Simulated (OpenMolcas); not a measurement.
# 3d⁵ along the 23-electron sequence

```yaml
Program: OpenMolcas
Method: CASSCF
Basis: ANO-RCC-VTZP
Scalar_Hamiltonian: DKH2, point nucleus
Spin-orbit_coupling: RASSI with atomic mean-field integrals over the reference wave functions, term energies averaged over their components
```

Active space for each ion: 5 electrons in 5 orbitals (3d).

Computed levels in cm-1 above ⁶S_5/2:

```tsv
Level	Fe3+	Co4+	Ni5+	Cu6+
⁴G_5/2	37183	42457	46851	51243
⁴G_7/2	37208	42504	46920	51352
⁴G_11/2	37214	42516	46938	51381
⁴G_9/2	37223	42531	46961	51417
⁴P_5/2	42765	48768	53779	58674
⁴P_3/2	42836	48898	53969	58965
⁴P_1/2	42921	49054	54201	59320
⁴D_7/2	46226	52762	58213	63680
⁴D_1/2	46307	52911	58436	64032
weight of ⁶S in the lowest level (%)	100	100	100	100
```

Measured, with the error of the calculation in %. Measured levels: Fe3+ from Corliss and Sugar, J. Phys. Chem. Ref. Data 11, 135 (1982); Co4+ from Sugar and Corliss, J. Phys. Chem. Ref. Data 10, 1097 (1981); Ni5+ from Corliss and Sugar, J. Phys. Chem. Ref. Data 10, 197 (1981); Cu6+ from the list in Gamrath, thesis, University of Mons (2023).

```tsv
Level	Fe3+	Co4+	Ni5+	Cu6+
⁴G_11/2	32246 (+15.4)	37218 (+14.2)	41921 (+12.0)	
⁴P_5/2	35254 (+21.3)	40753 (+19.7)	45884 (+17.2)	50732 (+15.7)
⁴P_3/2	35333 (+21.2)	40891 (+19.6)	46104 (+17.1)	51067 (+15.5)
⁴P_1/2	35407 (+21.2)	41024 (+19.6)	46325 (+17.0)	51407 (+15.4)
⁴D_7/2	38779 (+19.2)	44709 (+18.0)	50331 (+15.7)	55742 (+14.2)
⁴D_1/2	38897 (+19.1)	44908 (+17.8)		56210 (+13.9)
```

⁴G_5/2 changes by a factor of 1.38 over the same range, with steps per unit of Z of +5270, +4390, +4390 cm-1.

Without dynamic correlation excited terms often stand tens of per cent too high (terms of higher spin than the ground term too low), and those without a measured partner can miss by more than the paired ones. Computed and measured levels are paired by configuration, term and J; levels that our copy of the source lacks, or whose pairing is in doubt (as where it misses far off the trend of its configuration), stay unpaired and out of the deviations. Levels of configurations outside the active space are missing.
